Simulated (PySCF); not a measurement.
A structure optimised at B3LYP-D3(BJ)/def2-SVP, used in a PySCF frequency run:

```xyz
11

Mg     0.0000     0.0000    -1.0347
F      0.0000     0.0000    -2.7984
N      0.0000     0.0000     0.8619
C      0.0000     1.1961     1.6749
C      0.0000    -1.1961     1.6749
H     -0.8896     1.2587     2.3399
H      0.8896     1.2587     2.3399
H      0.0000     2.1111     1.0555
H      0.8896    -1.2587     2.3399
H     -0.8896    -1.2587     2.3399
H      0.0000    -2.1111     1.0555
```
Charge 0, spin multiplicity 1.

**Question.** Write its SMILES, formula and point group.

**Answer.** C[N](C)[Mg][F], C₂H₆FMgN, C2v

**Question.** What are its rotational constants (standard atomic weights)?

**Answer.** 9.5479, 1.8198, 1.5585 GHz
